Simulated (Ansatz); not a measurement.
Reaction (silylene formation by 1,1-elimination): `C#CSS[SiH2]C` → `C#CSS` + `C[SiH]`

Computed with Ansatz on PBE0-D4/def2-TZVP structures; ΔE is electronic, products minus reactants. CCSD(T)/CBS is the MP2 limit (def2-TZVPP, def2-QZVPP) plus CCSD(T) − MP2 in def2-TZVPP, frozen cores. This one scheme is used for every species. Each species was taken in one conformer, which may not be the lowest.

```
             level  ΔE (kJ/mol)
    MP2/def2-TZVPP        315.8
CCSD(T)/def2-TZVPP        291.1
     HF/def2-QZVPP        275.9
     MP2/CBS(def2)        324.6
```

Task: What does CCSD(T)/CBS give? (Estimate.)

Result: The calculation gave: +299.8 kJ/mol. The listed levels differ from it by 16.0, -8.7, -23.9, 24.8 kJ/mol.

Largest T1 diagnostic among the species: 0.014.

The D4 term adds +19.4 kJ/mol with B3LYP and +10.9 kJ/mol with PBE0; it sums over pairs of atoms, weighted by their polarisabilities, and B3LYP, whose exchange is more repulsive, gets the larger term. From PBE to PBE0 (25 % exact exchange), in def2-TZVPP and without D4, ΔE moves by +11.5 kJ/mol.

B3LYP here is the variant with VWN-RPA as its local correlation; programs differ in this.
